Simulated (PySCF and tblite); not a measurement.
Values are calculated unless marked as measured or tabulated.
C6H9FO, numbered as in [O:1]=[C:2]1[CH2:3][CH2:4][CH2:5][CH2:6][C@@H:7]1[F:8].

Conformers came from 90 starts (ETKDG and KDG, MMFF94s, GFN2-xTB); geometries are PBE0-D3(BJ)/def2-SVP. Energies: PBE0-D3(BJ)/def2-TZVP, with GFN2-xTB thermal terms (modes under about 100 cm⁻¹ blended into free rotors). Symmetry numbers and mirror images are counted. Conformers within 4 kcal/mol (GFN2-xTB free energy) were kept, 5 at most. Codes: tblite and PySCF.

The 6-ring runs over atoms 2–3–4–5–6–7.

```json
{"conformer": "1", "shape": "6-ring between boat and twist-boat (ring torsions 56, -39, -18, 61, -45, -12°)", "symmetry": "C1", "dipole D": "4.51"}
{"conformer": "2", "shape": "6-ring chair (F8 axial)", "symmetry": "C1", "dipole D": "2.90"}
{"conformer": "3", "shape": "6-ring chair (all substituents equatorial)", "symmetry": "C1", "dipole D": "4.51"}
{"conformer": "4", "shape": "6-ring twist-boat (ring torsions -33, 63, -28, -33, 64, -28°)", "symmetry": "C1", "dipole D": "2.72"}
```

Problem. Which of these conformers is the most populated at 298.15 K, and with what share?

Solution. Conformer 3, about 57 %. The lead over the next is within the error of the method.

Problem. Give the DFT energies and free energies relative to the lowest, and all weights.

Solution. 
```
conformer                                                                           shape  E(DFT) kcal/mol  G(298.15 K) kcal/mol  weight %
        1  6-ring between boat and twist-boat (ring torsions 56, -39, -18, 61, -45, -12°)             4.33                  4.04       0.1
        2                                                         6-ring chair (F8 axial)             0.01                  0.18      42.6
        3                                      6-ring chair (all substituents equatorial)             0.00                  0.00      57.3
        4                   6-ring twist-boat (ring torsions -33, 63, -28, -33, 64, -28°)             3.90                  3.85       0.1
```

Problem. How does its share change from 200 K to 400 K?

Solution. From 60 % to 55 %; the mixing entropy goes from 1.34 to 1.46 cal/(mol K).
